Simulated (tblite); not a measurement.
Compound: C₆H₉NO₂.
Cartesian coordinates in Å at the GFN2-xTB level; atoms count from 1:
```xyz
18
C6H9NO2 angstrom
N      3.0758    0.5033    0.3367
C      2.1461   -0.2939    0.1144
C      0.7645   -0.0264   -0.4831
C     -0.2095   -1.1628   -0.1674
C     -1.6398   -0.6654   -0.3291
C     -1.8401    0.4760    0.6541
O     -0.9202    1.5399    0.4536
C      0.2917    1.3606   -0.0724
O      0.9999    2.3237   -0.2274
H      2.8776    1.4799    0.1133
H      2.3220   -1.3401    0.3556
H      0.9198    0.0400   -1.5692
H     -0.0131   -2.0111   -0.8254
H     -0.0650   -1.4978    0.8634
H     -2.3586   -1.4565   -0.1162
H     -1.8037   -0.3096   -1.3486
H     -2.8280    0.9331    0.5523
H     -1.7279    0.1136    1.6839
```

All values are computed: GFN2-xTB (tblite) harmonic vibrations without scaling, gas phase. Against measured fundamentals such values can be off by several per cent, at times by over 20. One conformer, not necessarily the lowest.

Harmonic wavenumbers (cm⁻¹): 52.4, 93.9, 146.3, 221.7, 279.0, 343.8, 395.1, 443.6, 469.6, 552.9, 629.9, 648.0, 711.3, 822.9, 903.6, 928.2, 939.6, 983.2, 1024.9, 1083.5, 1094.8, 1112.8, 1127.6, 1131.5, 1157.6, 1172.0, 1203.5, 1231.2, 1240.5, 1280.2, 1323.4, 1339.4, 1342.5, 1358.4, 1470.0, 1474.4, 1495.4, 1719.6, 1771.8, 2896.0, 2910.3, 2967.0, 2968.2, 2981.4, 2989.1, 2990.4, 3008.9, 3300.0.

A = 2802, B = 1444, C = 1044 MHz; mass 127.063 u (most abundant isotopes); point group C1, symmetry number 1.

Task: Zero-point energy?

Result: Half the sum of the wavenumbers: 31866 cm⁻¹ = 91.11 kcal/mol.

Task: Give the ideal-gas entropy at 273.15 K and 1 bar in the rigid-rotor, harmonic-oscillator model (classical rotation).

Result: Translation 40.02, rotation 28.46, vibration 19.19: S = 87.7 cal/(mol K).

Task: And Cp and H(273.15 K) − H(0)?

Result: Cp = 30.53 cal/(mol K), of which vibrations give 22.58 (their classical limit is 48 R = 95.4); H(273.15 K) − H(0) = 5.05 kcal/mol without the zero-point energy, 2.88 from vibrations.

Task: Which modes carry the vibrational entropy at 273.15 K?

Result: 52.4 cm⁻¹: 4.55; 93.9 cm⁻¹: 3.41; 146.3 cm⁻¹: 2.55; 221.7 cm⁻¹: 1.79; 279.0 cm⁻¹: 1.39; 343.8 cm⁻¹: 1.06 cal/(mol K); the other 42 give 4.44 together.

Task: What must be added to the electronic energy to get the Gibbs energy at 273.15 K and 1 bar?

Result: ZPE + [H(273.15 K) − H(0)] − T·S = 91.11 + 5.05 − 23.95 = 72.21 kcal/mol.

Task: How do the functions run with temperature in this model?

Result: 
```csv
T (K),S (cal/(mol K)),Cp (cal/(mol K)),H − H(0) (kcal/mol),G − H(0) (kcal/mol),ln q(vib)
150,73.2,19.4,2.00,-8.97,2.03
250,85.1,28.3,4.37,-16.89,3.90
298.15,90.5,33.0,5.85,-21.12,4.84
400,101.6,43.1,9.73,-30.90,6.89
600,122.3,59.1,20.06,-53.32,11.11
900,149.4,74.1,40.24,-94.20,17.44
```

q(vib) and H(0) count from the zero-point level.

Task: Blend soft modes into free rotors: weight 1/[1 + (100 cm⁻¹/ν̃)⁴] for the oscillator and the rest for a rotor with moment μB/(μ + B), μ = h/(8π²ν), B = 10⁻⁴⁴ kg m². What vibrational entropy results?

Result: 17.80 cal/(mol K) in place of 19.19, which changes −T·S at 273.15 K by +0.38 kcal/mol.

Hindered rotation and anharmonicity are outside this model. Other conformers, if any are populated, would add a mixing term that is left out. The structure is chiral; the term R ln 2 for an equal mix with its mirror image is left out.
